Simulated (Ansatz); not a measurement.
Ansatz (a first-principles code) input (CCSD(T)/cc-pV(Q+d)Z):
A basis named .json is the Basis Set Exchange file of that set.

Ansatz 0.2 input:
```yaml
crystal:
  periodic: [false, false, false]
  atoms:
    - {symbol: Si, position_ang: [-0.00999402, 0.00248223, 0.67729865]}
    - {symbol: Cl, position_ang: [1.09630832, 1.34039670, -0.26768776]}
    - {symbol: Cl, position_ang: [-1.08807796, -1.34244089, -0.29008759]}
basis:
  gaussian:
    orbitals: cc-pV_Q+d_Z.json
total_charge: 1
magnetization: {spin_polarized: true, initial_magnetization: 1}
correlation: {method: ccsd_t, electrons: outside_noble_gas}
```

End of the output:

```
integrals: 1.20 GiB planned
1198 factors; integrals over basis functions are off by at most 4.6e-4 eV
mean field: 0.93 GiB planned
mean field evaluation 1: about -32862.2671 eV, gradient 1.8e1 eV
mean field evaluation 2: about -32862.3888 eV, gradient 1.8e1 eV
mean field evaluation 4: about -32864.5302 eV, gradient 2.3e0 eV
mean field evaluation 8: about -32864.6387 eV, gradient 3.8e-1 eV
mean field evaluation 16: about -32864.6428 eV, gradient 7.3e-6 eV
mean field evaluation 32: about -32860.4860 eV, gradient 8.0e-1 eV
mean field evaluation 64: about -32860.3541 eV, gradient 1.0e1 eV
mean field -32864.64282153 eV, -1207.7533472361 hartree, gradient 7.3e-6 eV, S^2 0.760970; 0 other end points of the search recorded, 0 dependent functions left out
15 core orbitals not correlated
reference -32864.64282153 eV, -1207.7533472361 hartree; 9, 8 occupied and 168, 169 virtual orbitals, 1198 factors
second order -13.23090938 eV of doubles, -0.00000000 eV of singles
coupled cluster: 1.69 GiB planned
cycle   1  -13.74055273 eV  change   -5.1e-1 eV  update   8.3e-2
cycle   2  -14.03900331 eV  change   -3.0e-1 eV  update   2.7e-2
cycle   3  -14.12764901 eV  change   -8.9e-2 eV  update   1.7e-2
cycle   4  -14.11803712 eV  change    9.6e-3 eV  update   6.3e-3
cycle   5  -14.11703278 eV  change    1.0e-3 eV  update   2.8e-3
cycle   6  -14.11783003 eV  change   -8.0e-4 eV  update   1.1e-3
cycle   7  -14.11805347 eV  change   -2.2e-4 eV  update   5.1e-4
cycle   8  -14.11826810 eV  change   -2.1e-4 eV  update   2.1e-4
cycle   9  -14.11823060 eV  change    3.7e-5 eV  update   7.6e-5
cycle  10  -14.11819388 eV  change    3.7e-5 eV  update   2.7e-5
cycle  11  -14.11821267 eV  change   -1.9e-5 eV  update   1.2e-5
cycle  12  -14.11821202 eV  change    6.5e-7 eV  update   4.6e-6
perturbative correction -0.74097792 eV, -0.0272304364 hartree
Total energy: -32879.50201147 eV, -1208.2994123944 hartree
```
